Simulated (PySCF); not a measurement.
Geometry:
| atom | x (Å) | y (Å) | z (Å) |
| --- | --- | --- | --- |
| C1 | 2.689 | -0.419 | -0.716 |
| C2 | 1.529 | -0.255 | -0.113 |
| C3 | 0.408 | -0.101 | 0.472 |
| C4 | -0.758 | 0.062 | 1.067 |
| C5 | -2.018 | 0.347 | 0.317 |
| F6 | -2.945 | -0.598 | 0.600 |
| F7 | -2.530 | 1.535 | 0.714 |
| H8 | 3.599 | -0.624 | -0.143 |
| H9 | 2.779 | -0.353 | -1.805 |
| H10 | -0.856 | -0.002 | 2.158 |
| H11 | -1.862 | 0.376 | -0.774 |

Geometry: PBE0-D3(BJ)/def2-SVP; GIAO shifts from PySCF 2.14, gas phase, non-relativistic, averaged over equivalent atoms.

At B97-2/pcSseg-1 (139 basis functions, 11 s wall time on 1 thread of an Arm Neoverse V1, shared host):
| atoms | δ (ppm) |
| --- | --- |
| C2 | 182.1 |
| C3 | 181.9 |
| C5 | 116.1 |
| C4 | 111.2 |
| C1 | 104.5 |
| F6/F7 | -118.8 |
| H10 | 6.08 |
| H11 | 5.87 |
| H8/H9 | 5.84 |

Shifts are taken against calculated references (same method and geometry level): $^{13}$C (183.69 ppm) and $^{1}$H (31.38 ppm) against TMS; $^{19}$F (178.12 ppm) vs CFCl3.

**Question.** Estimate the result of repeating the calculation with PBE0/def2-TZVP.

**Answer.** 
```
atoms  δ at PBE0/def2-TZVP  change
   C2                184.9    +2.8
   C3                184.8    +2.9
   C5                118.0    +1.9
   C4                112.7    +1.5
   C1                105.1    +0.6
F6/F7               -118.8    +0.0
  H10                 6.05   -0.03
  H11                 5.90   +0.03
H8/H9                 5.79   -0.05
```

δ = σ(ref) − σ, references computed at the same level: $^{13}$C (σ = 186.65 ppm), $^{1}$H (σ = 31.48 ppm) against TMS; $^{19}$F (σ = 178.85 ppm) against CFCl3.

The largest change is at C3 (central carbon of an allene). Cost: 241 basis functions, 41 s wall time on 1 thread of an Arm Neoverse N1, shared host. The order of the carbon signals is the same at both levels.

Unscaled 19F shifts against computed CFCl3 carry errors that often reach 10 to 50 ppm.
